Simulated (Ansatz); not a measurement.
An input meant for the cluster GaCu₄ (charge 0, doublet; scaled by 1.05).

```yaml
crystal:
  periodic: [false, false, false]
  atoms:
    - {symbol: Ga, position_ang: [-0.708633, -1.316605, 0.585054]}
    - {symbol: Cu, position_ang: [0.188278, 1.230817, 0.827854]}
    - {symbol: Cu, position_ang: [0.510141, 0.067199, -1.404047]}
    - {symbol: D, position_ang: [-1.813670, 0.709455, -0.631764]}
    - {symbol: Cu, position_ang: [1.823885, -0.690855, 0.622903]}
basis:
  gaussian: {orbitals: def2-mTZVPP, nuclear_model: gaussian}
magnetization: {spin_polarized: true, initial_magnetization: 1}
hamiltonian: {xc: {name: PBE0}, dispersion: d4}
scf: {lower_state_search: full}
output: {forces: true}
```

```sh
$ ansatz run in.yaml --threads 4 --pin off --events-out ev --progress --plain --max-ram 4787MiB
```

Output, abridged:

```
Error: YAML parse error: error: line 7 column 16: `D` is not an element symbol (H … Og, case-exact)
 --> <input>:7:16
5 |     - {symbol: Cu, position_ang: [0.188278, 1.230817, 0.827854]}
6 |     - {symbol: Cu, position_ang: [0.510141, 0.067199, -1.404047]}
7 |     - {symbol: D, position_ang: [-1.813670, 0.709455, -0.631764]}
8 |     - {symbol: Cu, position_ang: [1.823885, -0.690855, 0.622903]}
9 | basis:
```

Q: Something in this input is off. What?

A: An element symbol is wrong. The input was rejected before any iteration.
